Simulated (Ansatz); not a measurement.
```xyz
7

O     0.475   -0.738   -0.701
Al   -0.413    0.649    0.318
F     0.932    1.154    1.141
F    -1.039    1.677   -0.802
F    -1.471   -0.354    1.101
H     1.421   -0.778   -0.517
H     0.095   -1.611   -0.539
```

Charge 0, multiplicity 1.

Question: List the ωB97M-V/def2-TZVPP orbital energies in eV (Ansatz). (Estimate.)

Answer: Computed: Occupied: -1532.35, -676.30, -676.30, -676.13, -529.47, -116.92, -76.55, -76.45, -76.45, -34.82, -34.40, -34.36, -34.26, -20.84, -18.28, -16.03, -15.43, -14.84, -14.66, -13.96, -13.92, -13.86, -13.70, -13.48, -13.17. Lowest empty: 0.63, 2.60, 2.68, 3.77, 4.07, 4.55, 7.46, 7.65.
